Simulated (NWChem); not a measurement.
Molecule: 1,1,1-trifluoroethane (C2H3F3); SMILES FC(F)(F)C

```xyz
8

C      0.0000     0.0000    -1.4773
C      0.0000     0.0000     0.0294
F     -0.8879    -0.8900     0.5259
F     -0.3268     1.2139     0.5259
F      1.2147    -0.3240     0.5259
H      0.2684    -0.9937    -1.8433
H      0.7264     0.7292    -1.8433
H     -0.9947     0.2644    -1.8433
```
Atoms are numbered in this order, from 1.

Program: NWChem. Pople sets run with spherical d functions. Geometry: optimised at B3LYP/6-31G* (spherical d). GIAO values for the isolated, static molecule; σ is the absolute isotropic shielding, δ = σ(reference) − σ with the isolated reference molecule computed at the same levels (13C: tetramethylsilane, 19F: trichlorofluoromethane, 1H: tetramethylsilane).

```json
[
 {"level": "LDA (Slater exchange, VWN5)/pcSseg-1", "δ C1 (ppm)": "22.4", "δ C2 (ppm)": "146.3", "δ F3 (ppm)": "-98.1", "δ H6 (ppm)": "1.64"},
 {"level": "PBE0/pcSseg-1", "δ C1 (ppm)": "22.8", "δ C2 (ppm)": "136.0", "δ F3 (ppm)": "-81.8", "δ H6 (ppm)": "1.69"},
 {"level": "B3LYP/6-31G*", "δ C1 (ppm)": "20.9", "δ C2 (ppm)": "127.8", "δ F3 (ppm)": "-86.7", "δ H6 (ppm)": "1.42"}
]
```
